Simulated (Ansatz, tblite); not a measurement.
Cost and result up the ladder for [Ni(H2O)4]2+ (NiO₄H₈²⁺) (13 atoms). Charge 2, multiplicity 3. Geometry: PBE-D4/def2-SVP.

```xyz
13

Ni    0.164    0.158   -0.185
O    -1.290   -0.499   -1.320
H    -1.346   -1.401   -1.709
H    -2.188   -0.103   -1.388
O     1.692   -1.005   -0.660
H     2.050   -1.707   -0.073
H     2.138   -1.102   -1.531
O     0.171   -0.485    1.711
H    -0.560   -0.980    2.142
H     0.703   -0.081    2.431
O    -0.371    2.039    0.145
H    -0.785    2.402    0.958
H    -0.378    2.763   -0.520
```

Ansatz on 4 threads of Intel Xeon Platinum 8259CL on a shared host; xTB runs through tblite on one thread. Times are rough, summed over both states, and most runs start from the orbitals of an earlier one. PBE0-D4/def2-TZVP serves as the yardstick here, not as an exact answer. Differences are given only for rows in sets of like size (and for xTB, whose basis is part of the method), since another set adds its own error. The other state is a quartet, and no other spin of it was run.

The xTB rows come from tblite. Correlated methods freeze 9 core orbitals; core or outer-core shells of Ni are correlated, in sets that lack core-valence functions. The rows differ in basis, and correlated rows in double-zeta sets carry the largest basis error. In CCSD on the charge 3 quartet the largest single amplitude is 0.20, so its Hartree–Fock determinant may place the open shell otherwise than the density functionals do.

Correlated methods converge slowly with the basis, most of all in double-zeta sets.

Raw xTB energies of ions are shifted by several eV, and xTB has no spin-polarisation term.

| level | functions | wall time | vertical IE (eV) | difference from PBE0-D4/def2-TZVP (eV) |
| --- | --- | --- | --- | --- |
| GFN2-xTB | 33 | 0.018 s | 23.94 | 2.80 |
| GFN1-xTB | 41 | 0.024 s | 26.38 | 5.24 |
| PBE-D4/def2-TZVP | 217 | 8.9 s | 19.90 | -1.24 |
| r2SCAN-D4/def2-TZVP (with forces) | 217 | 19 s | 20.42 | -0.72 |
| PBE0-D4/def2-TZVP | 217 | 40 s | 21.15 | 0.00 |
| CCSD(T)/def2-SVP | 127 | 4.4 min | 21.59 | – |
